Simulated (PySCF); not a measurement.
AlClH4Si. Atoms are numbered in the order given.

```xyz
7

Al    -0.4268    -0.7154    -0.1472
Cl     0.9679    -0.8884     1.4192
H     -1.2676    -2.0115    -0.4821
Si    -0.5634     1.4693    -1.2383
H     -0.9667     2.5105    -0.2519
H     -1.5508     1.4795    -2.3532
H      0.7657     1.8543    -1.7902
```
Charge 0, spin multiplicity 1.

Coordinates come from a PBE0-D3(BJ)/def2-TZVP optimisation.

These are PBE0/pcSseg-2 (PySCF) values and carry that method's errors.

GIAO shieldings, no solvent; atoms alike by connectivity are averaged. δ = σ(ref) − σ: ³⁵Cl against HCl (σ = 943.3 ppm); ¹H against TMS (σ = 31.54 ppm); ²⁹Si against TMS (σ = 341.9 ppm), references at their B3LYP-D3(BJ)/def2-TZVP geometries, non-relativistic (without spin–orbit terms, shifts of atoms bonded to Cl or Br come out too high).

Computed chemical shifts:
```tsv
nucleus	atoms	count	δ (ppm)
³⁵Cl	Cl2	1	117.5
¹H	H3	1	5.92
¹H	H5, H6, H7	3	3.43
²⁹Si	Si4	1	-132.4
```
